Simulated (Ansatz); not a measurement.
CH6AlNOSSi (`O[Si]1(CS)[NH][AlH]1`), charge 0, multiplicity 1.

Problem. Give a relaxed structure at PBE0-D4/def2-TZVP (Ansatz). (An estimate is asked.)

Solution. The calculation gave: 
Cartesian coordinates in Å:
```
O 1.167 -1.612 -0.174
Si 0.673 -0.042 -0.094
C -0.842 -0.056 1.039
S -1.937 -1.436 0.609
N 0.493 0.797 -1.607
Al 1.819 1.772 -0.910
H 0.530 -2.248 0.172
H -1.371 0.896 0.970
H -0.485 -0.185 2.064
H -2.637 -1.506 1.753
H -0.103 0.627 -2.406
H 2.692 2.992 -1.415
```
This is one stationary point; other conformers may exist.
